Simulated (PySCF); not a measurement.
# Working with the constants of BeIn

UHF-CCSD(T) constants of BeIn, ²Π (doublet), unpaired electrons π ↑ (PySCF, scalar-relativistic core potentials, basis sets Be def2-SVPD, In def2-SVPD with ECP28; masses 9.0122 and 114.9039 u):

```
ωe              : 228.0 cm⁻¹
ωexe            : 8.47 cm⁻¹
Be              : 0.27304 cm⁻¹
αe              : 0.00803 cm⁻¹
D (centrifugal) : 1.57e-06 cm⁻¹
De to Be + In   : 0.195 eV
```

Q: Give the vibrational terms G(v) and spacings up to v = 3.

A: G(v) = ωe(v+½) − ωexe(v+½)².

```tsv
v	G(v) (cm⁻¹)	G(v) − G(v−1)	Bv (cm⁻¹)
0	112		0.2690
1	323	211	0.2610
2	517	194	0.2530
3	694	177	0.2449
```

Q: How well does the Morse estimate ωe²/(4ωexe) reproduce De, and what is D0?

A: It gives 0.190 eV, 98 % of the computed De. D0 = De − G(0) = 0.195 − 0.014 = 0.181 eV.

Correlated steps freeze 4 core orbitals. The bond is weak. Basis-set superposition, not corrected here, can be much of De in a small basis, most of all at correlated wavefunction levels. These are scalar-relativistic numbers at best; spin–orbit coupling would shift them, the dissociation energy most. The state was picked by a PBE0 search and need not be the measured ground state.
